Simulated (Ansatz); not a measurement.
A made-up structure of CHBI, doublet:

C1  (-0.563, 0.604, -0.396)
B2  (0.266, -0.285, 0.186)
I3  (1.518, -1.629, 1.066)
H4  (2.524, -2.975, 1.321)
(Å)

It is relaxed with PBE-D4/def2-SVP and then PBE0-D4/def2-TZVP (Ansatz 0.2.0). Atoms count as bonded within 1.22 times the sum of their covalent radii (H–H: 0.88 Å). The end point is not checked to be a true minimum.

Task: Does its bonding change? (A judgement: the text doesn't fix the answer.)

Result: The calculation gives: No: no bond forms or breaks.

Where it ends: The first stage lowers the energy by 1.22 eV in 16 steps. It ends as CHBI ([C][B][IH]):
```
4
angstrom
C -0.3034 0.4625 -0.4790
B 0.2118 -0.6244 0.2379
I 1.5951 -1.3781 1.5675
H 2.2415 -2.7456 0.8506
```

Labels in which every atom is bracketed show which atoms are joined, not bond orders.

For scale, one of the runs: PBE0-D4/def2-TZVP relaxation, 118 basis functions, launched by `ansatz run in.yaml --threads 2 --pin off --events-out ev --progress --plain --max-ram 4352MiB`. The run took about 19 s on 2 CPU threads of an Intel Xeon 6975P-C (shared host).
